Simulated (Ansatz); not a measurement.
`O[SiH]([SiH3])Cl` + H₂ → `[SiH3][SiH2]Cl` + H₂O at 500 K and 1 bar (hydrogenolysis of the Si–O bond).

Computed with Ansatz on PBE0-D4/def2-TZVP structures; ΔE is electronic, products minus reactants. CBS: MP2 limit from def2 TZ/QZ plus the TZ coupled-cluster correction, frozen cores. This one scheme is used for every species. One conformer a species, not always the lowest.

```tsv
species	CCSD(T)/CBS energy (Eh)	H − E (kJ/mol)	S (J/(mol·K))
`O[SiH]([SiH3])Cl`	-1116.20942	177.1	416.7
H₂	-1.17544	41.0	145.5
`[SiH3][SiH2]Cl`	-1040.97629	152.8	377.4
H₂O	-76.37941	73.2	206.3
```

H − E and S are ideal-gas, rigid-rotor, harmonic terms from PBE0-D4/def2-TZVP, for one conformer and one mirror image of each species. The MP2-based limit puts H₂ 0.8 mEh under its directly extrapolated value; such offsets cancel only in part. 1 Eh = 2625.50 kJ/mol, R = 8.31446 J/(mol·K).

Problem. By hand: ΔE, ΔH, ΔS and ΔG.

Solution. ΔE = (-1040.97629) + (-76.37941) − (-1116.20942) − (-1.17544) = 0.02916 Eh = 76.6 kJ/mol. Δ(H − E) = 152.8 + 73.2 − 177.1 − 41.0 = 7.9, so ΔH = 84.5 kJ/mol. ΔS = 377.4 + 206.3 − 416.7 − 145.5 = 21.5 J/(mol·K). ΔG = 84.5 − 500 × (21.5)/1000 = 73.8 kJ/mol.

Problem. By hand: the equilibrium constant, and the temperature at which ΔG would vanish if ΔH and ΔS stayed fixed.

Solution. log₁₀ K = −ΔG/(RT ln 10) = -7.7. ΔG = 0 at ΔH/ΔS = 3930 K, far beyond where these terms or the molecules hold.

ΔH outweighs TΔS. A doubt of 5 kJ/mol in ΔE shifts log₁₀ K by 0.5 here. Other conformers and mirror images would add mixing entropy, several J/(mol·K) or more a flexible species. These are equilibria of isolated gas molecules and say nothing of rates. Largest T1 diagnostic: 0.012 (customary marks: 0.02 for closed shells, 0.045 for open ones).
